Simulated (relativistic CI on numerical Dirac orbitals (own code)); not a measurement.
**d1 to d9 in one octahedral field**

Computed with a parametric ligand-field model without spin-orbit coupling, by exact diagonalisation: B = 730, C = 3420, 10Dq = 28300 cm⁻¹ (Oh; |10Dq|/B = 38.8) for every shell. Energies in cm⁻¹; the field energy is (0.6 n_e − 0.4 n_t2) × 10Dq of the ground term; g labels are left out.

| Shell | Ground term | Electrons in e | Field energy | First spin-allowed bands | Lowest term of other spin |
| --- | --- | --- | --- | --- | --- |
| d1 | 2T2 | 0.000 | -11320 | 2E 28300 |  |
| d2 | 3T1 | 0.015 | -22214 | 3T2 26652, 3T1 35954 | 1T2 11532 |
| d3 | 4A2 | 0.000 | -33960 | 4T2 28300, 4T1 36210 | 2E 15893 |
| d4 | 3T1 | 0.026 | -44558 | 3E 25209, 3T1 26095 | 5E 7813 |
| d5 | ? | ? | ? | ? | ? |
| d6 | 1A1 | 0.036 | -66894 | 1T1 25978, 1T2 35891 | 3T1 18723 |
| d7 | 2E | 1.025 | -50220 | 2T1 25790, 2T2 26609 | 4T1 12154 |
| d8 | 3A2 | 2.000 | -33960 | 3T2 28300, 3T1 36210 | 1E 12569 |
| d9 | 2E | 3.000 | -16980 | 2T2 28300 |  |

(1) Fill in the row of d5.

Results:

(1) Ground term: 2T2; Electrons in e: 0.046; Field energy: -55295; First spin-allowed bands: 2A2 24284, 2T1 24528; Lowest term of other spin: 4T1 12517. Low spin: d4, d5, d6, d7; the other shells keep the spin of the free ion. Only d4 to d7 can choose; the field needed to pair spins is smallest for d6 and largest for d5, which loses most exchange energy. In the strong-field picture 10Dq must exceed about 6B + 5C = 21480 (d4), 7.5B + 5C = 22575 (d5), 2.5B + 4C = 15505 (d6) and 4B + 4C = 16600 (d7); mixing of terms shifts these bounds somewhat.
